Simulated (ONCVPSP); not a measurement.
## Potentials for sulfur (S) compared

Generated with ld1.x 7.5 (TM, RRKJ, ultrasoft, PAW), atompaw 4.2 or ONCVPSP 4.0.1. The cutoff is in Ry: for ld1.x and atompaw files where the sum of valence levels is converged to 10 mRy in a Bessel basis, for ONCV files where the hardest occupied wave has 1 mHa per electron of residual kinetic energy. The error is the largest all-electron minus pseudo excitation energy over each file’s own four to seven test configurations (ionisations up to +4, promotions, holes and added fractions of an electron), all of which were solved. The labels leave out finer settings (local radius, basis sizes, second energies), which also bear on the numbers. Spin-polarised tests are not counted. The rows are a selection from randomly drawn settings: files with unsolved tests, undetermined cutoffs or missed reference levels are left out.

A true bound ghost makes a file unfit for plane-wave use even where its test errors are small: the radial tests pick states by their node count and pass the ghost by.

```tsv
potential	cutoff (Ry)	largest error (meV)	bound ghosts
ONCV, PBE, scalar-relativistic, rc 1.25/1.55 (sp), local smoothed, core correction yes, reference 3s2 3p4, qcut 4.9/5.8, projectors 3/2	25	+138	s
ONCV, LDA (Perdew-Wang 92), scalar-relativistic, rc 1.40/1.35/1.15 (spd), local smoothed, core correction yes, reference 3s2 3p3, qcut 4/5.7/7.6, projectors 3/2/2	121	+67	s
ONCV, LDA (Perdew-Wang 92), scalar-relativistic, rc 1.45/1.65/1.30 (spd), local smoothed, core correction no, reference 3s2 3p2, qcut 5.4/4.9/8.7, projectors 2/2/2	26	+24	none
ONCV, PBE, scalar-relativistic, rc 1.35/1.30/1.40 (spd), local smoothed, core correction yes, reference 3s2 3p2, qcut 4.5/5.2/5.8, projectors 2/2/2	47	+12	none
ONCV, LDA (Perdew-Wang 92), scalar-relativistic, rc 0.75/0.75/0.70 (spd), local smoothed, core correction no, reference 2s2 2p6 3s2 3p3, qcut 19.1/16.3/16.4, projectors 2/2/2	242	+601	none
ONCV, LDA (Perdew-Zunger), fully relativistic, rc 1.45/1.45 (sp), local s, core correction no, reference 3s2 3p4, qcut 5.7/5.9, projectors 0/2	26	+116	none
ONCV, BLYP, non-relativistic, rc 1.15/1.15/1.25 (spd), local s, core correction no, reference 3s2 3p3, qcut 7/5.8/8.2, projectors 0/2/2	63	+248	none
```

(1) Fill in the row for S: ONCV, PW91, scalar-relativistic, rc 1.15/1.45/1.55 (spd), local smoothed, core correction no, reference 3s2 3p4, qcut 5.3/5.3/5.8, projectors 2/2/1.

Answers

(1) cutoff 293 Ry, largest error +158 meV, bound ghosts: s.
